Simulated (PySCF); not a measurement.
```xyz
3
charge 1 multiplicity 1, angstrom
F     0.0000    0.0000    0.0000
In    0.0000    0.0000    2.1979
In    0.0000    0.0000   -2.1979
```

These are results of PySCF, PBE0, basis F def2-TZVP, In def2-TZVP with ECP28 (scalar-relativistic core potentials, no spin–orbit coupling, density fitting), not measurements.

This geometry of In₂F⁺ is a stationary point at this level.

**Question.** What is the point group?

**Answer.** D∞h.

**Question.** Is it a minimum?

**Answer.** Yes: all harmonic wavenumbers are real.

**Question.** What are the dipole moment and the gap between the highest occupied and lowest empty levels?

**Answer.** 0.00 D about the centre of mass and 6.43 eV.

**Question.** Give the ideal-gas entropy at 298.15 K and 1 bar by parts.

**Answer.** translation 177.7, rotation 81.7, vibration 48.1, spin 0.0; total 307.5 J/(mol K).

Only a few start shapes were tried, so a lower isomer may exist.
